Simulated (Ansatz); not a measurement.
Molecule: PH5, charge 0, multiplicity 1. 
Coordinates optimised at B3LYP-D3(BJ)/def2-TZVP (Ansatz, a quantum-chemistry and plane-wave program):
```
P
H 1 1.4251
H 1 1.4251 2 120.00
H 1 1.4251 2 120.00 3 -180.00
H 1 1.4787 2 90.00 4 -90.00
H 1 1.4787 2 90.00 5 180.00
```
Charge 0, spin multiplicity 1.

Basis-set convergence of Hartree-Fock and CCSD correlation energies (hartree) with Ansatz. Valence correlation only, unless marked. Spin-orbit coupling is left out. Non-relativistic.

```csv
basis,functions,E(HF),"E(corr, CCSD)"
aug-cc-pV(D+d)Z,77,-343.53896,-0.20925
aug-cc-pV(T+d)Z,170,[?],[?]
```

**Question.** What belongs in the gaps?

**Answer.** 
- aug-cc-pV(T+d)Z, E(HF): -343.55844
- aug-cc-pV(T+d)Z, E(corr, CCSD): -0.24367
